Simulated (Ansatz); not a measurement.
`[OH][GeH]([F])[GeH3]` + difluoromethane → `F[CH2][GeH3]` + `[OH][GeH]([F])[F]`  (formal exchange of groups at a Ge–Ge bond)

Program: Ansatz. Geometries: PBE0-D4/def2-TZVP. ΔE: electronic, gas phase. CCSD(T)/CBS is the MP2 limit (def2-TZVPP, def2-QZVPP) plus CCSD(T) − MP2 in def2-TZVPP, frozen cores. This one scheme is used for every species. Functionals use def2-TZVPP. For Ge outer-core shells are correlated without core-valence functions, which leaves a few kJ/mol of doubt a bond. Scalar relativity is left out up to krypton. Each species was taken in one conformer, which may not be the lowest.

```json
{"level": "revPBE-D4", "ΔE (kcal/mol)": "-13.1", "difference from CCSD(T)/CBS": "3.4"}
{"level": "BHLYP-D4", "ΔE (kcal/mol)": "-14.7", "difference from CCSD(T)/CBS": "1.8"}
{"level": "CAM-B3LYP-D4", "ΔE (kcal/mol)": "-15.1", "difference from CCSD(T)/CBS": "1.4"}
{"level": "PBE-QIDH", "ΔE (kcal/mol)": "-15.7", "difference from CCSD(T)/CBS": "0.8"}
{"level": "PBE", "ΔE (kcal/mol)": "-12.5", "difference from CCSD(T)/CBS": "4.0"}
{"level": "CCSD(T)/def2-SVP", "ΔE (kcal/mol)": "-14.7", "difference from CCSD(T)/CBS": "1.8"}
{"level": "HF/def2-TZVPP", "ΔE (kcal/mol)": "-16.8", "difference from CCSD(T)/CBS": "-0.3"}
{"level": "CCSD(T)/def2-TZVPP", "ΔE (kcal/mol)": "-16.6", "difference from CCSD(T)/CBS": "-0.1"}
{"level": "SCS-MP2/def2-QZVPP", "ΔE (kcal/mol)": "-18.6", "difference from CCSD(T)/CBS": "-2.1"}
{"level": "CCSD/CBS(def2)", "ΔE (kcal/mol)": "-16.5", "difference from CCSD(T)/CBS": "0.0"}
{"level": "CCSD(T)/CBS", "ΔE (kcal/mol)": "-16.5", "difference from CCSD(T)/CBS": "0"}
```

Largest T1 diagnostic among the species: 0.012.

At CCSD(T), def2-SVP lies +1.8 kcal/mol from the extrapolated value and def2-TZVPP −0.1 kcal/mol. From BLYP to BHLYP (50 % exact exchange), in def2-TZVPP and without D4, ΔE moves by −1.4 kcal/mol.
